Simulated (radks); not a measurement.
Results of a calculation; reference values are marked as such.
Task: Successive ionisation energies (eV) of one element, from differences of total energies of ions in their ground configurations, starting at charge 66: 7869.1, 17080.0, 17430.8, 17783.1, 18136.6, 20288, 20691, 21277, 21588, 86881, 88128. Code: a radial shooting solver on a logarithmic mesh with Libxc functionals. Model: Dirac Kohn-Sham, PBE, spin-unpolarised, spherical densities, finite nucleus; open shells fill j = l - 1/2 first; Fermi nuclear charge, rms radius 5.4032 fm. Which element is it?

Result: Iridium (Z = 77). The first species listed is Ir66+ in [Ne] 3s1, the last Ir76+ in 1s1.
